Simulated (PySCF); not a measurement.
Assignment exercise: C9H10

Cartesian coordinates in Å; atom numbers follow the order of the lines, from 1:
```xyz
19

C     2.0429    2.6128    0.7351
C     1.6717    1.4822    0.4859
C     1.2856    0.1418    0.1987
C     2.3746   -0.8918    0.1524
C    -0.0136   -0.1669   -0.0209
C    -0.7209   -1.4686   -0.3410
C    -2.0589   -0.6782   -0.3725
C    -1.2758    0.5845   -0.0493
C    -1.6177    1.8651    0.1340
H     2.3627    3.6144    0.9533
H     2.9202   -0.9296    1.1086
H     1.9669   -1.8901   -0.0560
H     3.1137   -0.6470   -0.6273
H    -0.6536   -2.2372    0.4454
H    -0.4303   -1.9298   -1.2983
H    -2.7896   -0.9750    0.3953
H    -2.5658   -0.6667   -1.3495
H    -2.6617    2.1805    0.0563
H    -0.8649    2.6214    0.3638
```

Calculated, not measured (PySCF): PBE0-D3(BJ)/def2-SVP geometry, NMR shieldings at CAM-B3LYP/pcSseg-1/GIAO. Equivalent nuclei averaged, a single conformation, no solvent, relativity neglected.

Chemical shifts δ = σref − σ; ¹³C (σ = 182.45 ppm), ¹H (σ = 31.33 ppm) vs TMS, all at this level.

Question: Assign these signals to the numbered atoms. ¹³C{¹H} NMR (computed): δ 159.6, 156.8, 119.5, 118.7, 94.4, 86.5, 28.1, 27.9, 20.2.

Answer: 
159.6 → C5, fully substituted alkene carbon: an sp2 carbon of a C=C bond
156.8 → C8, fully substituted alkene carbon
119.5 → C9, terminal =CH2 carbon: an sp2 carbon of a C=C bond
118.7 → C3, fully substituted alkene carbon: the olefinic region
94.4 → C1, terminal alkyne carbon: the triple bond shields along its axis, which puts it between sp3 and sp2 carbons
86.5 → C2, alkyne carbon: the triple bond shields along its axis, which puts it between sp3 and sp2 carbons
28.1 → C7, allylic sp3 CH2: a saturated carbon with 2 carbon neighbours and no heteroatom attached
27.9 → C6, allylic sp3 CH2
20.2 → C4, allylic methyl carbon: aliphatic region, no heteroatom directly attached

C9 and C3; C7 and C6 lie closer than the usual error of such a calculation, so a measured spectrum could show them in the other order.

Question: Assign these signals to the numbered atoms. ¹H NMR (600 MHz, computed): δ 6.32 (br s, 1H), 5.26 (br s, 1H), 3.36 (s, 1H), 2.57 (m, 2H), 2.55 (m, 2H), 1.74 (s, 3H).

Answer: 
| δ (ppm) | atoms | environment | reason |
| --- | --- | --- | --- |
| 6.32 | H19 | hydrogen on a terminal =CH2 carbon | olefinic region |
| 5.26 | H18 | hydrogen on a terminal =CH2 carbon | – |
| 3.36 | H10 | hydrogen on a terminal alkyne carbon | it lies on the axis of the triple bond, in its shielding cone |
| 2.57 | H14/H15 | hydrogen on an allylic sp3 CH2 | allylic position |
| 2.55 | H16/H17 | hydrogen on an allylic sp3 CH2 | – |
| 1.74 | H11/H12/H13 | hydrogen on an allylic methyl carbon | allylic position |

H14/H15 and H16/H17 lie closer than the usual error of such a calculation, so a measured spectrum could show them in the other order.

Shifts are as computed, not scaled to solution data. Of 1211 compounds with measured shifts, 218 miss one by over three times the rms of a fit or turn the order of signals round; such compounds aren't used in these exercises. No couplings were computed; multiplicities are counted from neighbouring protons, with m where these are inequivalent, close in shift, in a saturated or five-membered ring or joined by F or P, and br s for small geminal =CH2 splittings.
